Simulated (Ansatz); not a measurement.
Basis-set extrapolation for C2H5ClOSi, SMILES `Cl[SiH]1CCO1` (PBE0-D4/def2-TZVP geometry, frozen core, Ansatz). Multiplicity 1, RHF reference.

```json
{"": "HF", "def2-TZVPP": "-902.104558", "def2-QZVPP": "-902.133761"}
{"": "MP2 correlation", "def2-TZVPP": "-0.876071", "def2-QZVPP": "-0.945416"}
{"": "CCSD(T) correlation", "def2-TZVPP": "-0.957749", "def2-QZVPP": "not run"}
```

Energies in hartree. Use E(X) = E(∞) + A·exp(−7.88·√X) for Hartree–Fock and E(X) = E(∞) + B·X^(−2.97) for correlation, with X = 3 and 4, and add CCSD(T) minus MP2 of the smaller set to the MP2 limit.

**Question.** What is the CCSD(T) energy at the basis-set limit?

**Answer.** HF limit: -902.133761 + (-0.029203) × 0.13774 = -902.13778. MP2 limit: -0.945416 + (-0.069345) × 0.74074 = -0.99678. Higher-order term: -0.957749 − (-0.876071) = -0.08168. Total: -903.21624 hartree, 404.2 kJ/mol below CCSD(T)/def2-TZVPP.
